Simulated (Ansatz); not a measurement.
Start from `C=[CH][InH][F]` and change one atom or group to get `C=[CH][In]([F])[Cl]`.

Ansatz, PBE0-D4/def2-TZVP geometries, multiplicity 1. Each molecule was computed in one conformer, which needn't be the lowest.

Elements past krypton have def2 core potentials.

| property | `C=[CH][InH][F]` |
| --- | --- |
| HOMO energy (PBE0/def2-TZVPP) / eV | -8.19 |
| HOMO–LUMO gap (B3LYP/def2-TZVPP) / eV | 5.99 |
| HOMO energy (B3LYP/def2-TZVPP) / eV | -8.01 |
| LUMO energy (B3LYP/def2-TZVPP) / eV | -2.02 |
| size of the dipole moment (PBE/def2-TZVPP) / D | 3.11 |
| HOMO energy (ωB97M-V/def2-TZVPP) / eV | -10.36 |

(1) What does the change do to each property? (Best estimate.)

Results:

(1) Computed: 
| property | `C=[CH][In]([F])[Cl]` | shift |
| --- | --- | --- |
| HOMO energy (PBE0/def2-TZVPP) / eV | -8.72 | -0.53 |
| HOMO–LUMO gap (B3LYP/def2-TZVPP) / eV | 6.34 | 0.35 |
| HOMO energy (B3LYP/def2-TZVPP) / eV | -8.48 | -0.47 |
| LUMO energy (B3LYP/def2-TZVPP) / eV | -2.13 | -0.11 |
| size of the dipole moment (PBE/def2-TZVPP) / D | 4.00 | 0.89 |
| HOMO energy (ωB97M-V/def2-TZVPP) / eV | -10.91 | -0.55 |

With PBE0 the HOMO falls by 0.53 eV and the LUMO falls by 0.13 eV, so the gap widens by about 0.40 eV. PBE moves the HOMO by -0.46 eV and ωB97M-V by -0.55 eV. Dipoles are sizes alone; their direction can turn.

B3LYP here is the variant with VWN-RPA as its local correlation; programs differ in this.
